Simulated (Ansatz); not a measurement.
Job for Ansatz (a first-principles code): R-wB97X-V/def2-TZVPP on GeH3N (SMILES [NH2][GeH]), a point of a torsion scan.

Ansatz 0.2 input:
```yaml
crystal:
  periodic: [false, false, false]
  atoms:
    - {symbol: N, position_ang: [-0.62690964, -0.09852496, -0.13553243]}
    - {symbol: Ge, position_ang: [1.12442220, -0.54258530, -0.23011998]}
    - {symbol: H, position_ang: [-1.35618143, -0.63244247, 0.31220893]}
    - {symbol: H, position_ang: [-0.90166357, 0.87492620, -0.14202300]}
    - {symbol: H, position_ang: [0.77317520, -2.14426772, -0.19635241]}
basis:
  gaussian:
    orbitals: def2-TZVPP
hamiltonian:
  xc: {name: wB97X-V}
scf: {lower_state_search: off}
```

The head of its log:

```
WARN ansatz: RAYON_NUM_THREADS=1 ignored (pool sized by the plan → 1); use --threads N
Functional definition: wB97X-V
these checks for a lower state are left out or cut short: stability, starts, cluster_reference, orbital_swaps, neighbouring_geometries, increment
integrals: 0.05 GiB planned
721 factors; their error is unknown
integrals: 0.08 GiB planned
155 factors; integrals over basis functions are off by at most 2.7e-5 eV
mean field: 0.49 GiB planned
mean field evaluation 1: about -58047.0062 eV, gradient 5.0e1 eV
mean field evaluation 2: about -58044.8152 eV, gradient 5.8e1 eV
```

Give the final energy of this run.

-2133.3596 hartree.
